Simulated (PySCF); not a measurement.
**NMR problem set**

[PySCF 2.14.0 with density-fitted response routines: NMR shieldings at PBE0/pcSseg-1/GIAO; PBE0-D3(BJ)/def2-SVP structure; J couplings at B3LYP/pcJ-1 (spin–dipole term left out of most H,H and C,H couplings); isolated molecule; no relativistic terms; fast rotation and ring inversion assumed for equivalent nuclei; one computed conformer]

Referencing at the same level of theory: TMS for ¹H (σref 31.27), ¹³C (σref 184.41). Multiplet labels drop J under 1 Hz and among equivalent protons, and merge close values. Unscaled 3J(H,H) run several per cent high. One-bond C–F couplings are unscaled and too large by tens of Hz. Couplings to H on boron are left out. Carbons bonded to boron are broad in practice. Shifts are as computed. Against solution values, carbons near 30 ppm lie about +2 ppm off and those near 130 ppm about +5 ppm. Of 1309 compounds with measured shifts, 239 miss one by over three times the rms of a fit or turn the order of signals round; such compounds aren't used in these exercises.

**Question.** C$_{4}$H$_{7}$B. ¹H NMR (500 MHz, computed): δ 7.82 (m, 1H), 7.27 (m, 1H), 7.03 (m, 1H), 6.99 (br, 2H), 5.95 (dq, J = 11.2, 1.5 Hz, 1H), 5.89 (ddt, J = 18.3, 1.9, 1.0 Hz, 1H). ¹³C{¹H} NMR (computed): δ 169.7 (CH), 143.7 (CH), 143.1 (CH), 136.5 (CH2). Give a structure.

**Answer.** `B/C=C\C=C`. 4 carbon signals for 4 carbons: no two carbons are equivalent. Carbon types of the structure: 3 × CH, 1 × CH2, leaving 2 H on heteroatoms. δC 169.7, 143.7, 143.1: alkene CH. δC 136.5: terminal =CH2 carbon; an sp2 carbon of a C=C bond. δH 7.82, 7.27, 7.03: hydrogen on an alkene CH; a vinylic proton, deshielded by the sp2 carbon and the C=C anisotropy. δH 5.95, 5.89: hydrogen on a terminal =CH2 carbon; a vinylic proton, deshielded by the sp2 carbon and the C=C anisotropy.

The shifts were computed for this structure.

**Question.** C$_{10}$H$_{17}$FO. ¹H NMR (400 MHz, computed): δ 4.47 (ddd, J = 63.5, 11.0, 9.1 Hz, 1H), 3.30 (m, 1H), 3.12 (s, 3H), 2.18 (m, 1H), 1.81 (m, 1H), 1.77 (ddd, J = 15.1, 4.7, 1.8 Hz, 1H), 1.74 (m, 1H), 1.70 (m, 1H), 1.66 (m, 1H), 1.64 (m, 1H), 1.63 (m, 1H), 1.61 (m, 1H), 1.51 (m, 1H), 1.14 (ddd, J = 15.1, 8.9, 1.9 Hz, 1H), 0.95 (m, 1H). ¹³C{¹H} NMR (computed): δ 96.1 (CH, d, J = 246.6 Hz), 77.7 (CH, d, J = 6.8 Hz), 56.0 (CH3), 52.5 (C, d, J = 16.3 Hz), 42.9 (CH2, d, J = 1.7 Hz), 39.5 (CH2, d, J = 15.3 Hz), 38.3 (CH2), 27.4 (CH2, d, J = 5.4 Hz), 26.5 (CH2), 23.4 (CH2). Identify the compound.

**Answer.** `CO[C@@H]1C[C@H](F)C2(CCCC2)C1`. The formula gives 2 degrees of unsaturation (2 rings in the answer). 10 carbon signals for 10 carbons: no two carbons are equivalent. Carbon types of the structure: 1 × C, 2 × CH, 6 × CH2, 1 × CH3, which accounts for all hydrogens. δC 96.1: sp3 CH bonded to F; deshielded by the electronegative neighbour. δC 77.7: sp3 CH bonded to O; the inductive effect lowers its shielding. δC 52.5: quaternary sp3 carbon in a ring; saturated and bonded to C and H only. δH 3.12: hydrogen on a methyl carbon bonded to O; its carbon carries O, hence the downfield position. The protons at 1.77 and 1.14 share a coupling of 15.1 Hz (geminal).

The shifts were computed for this structure.
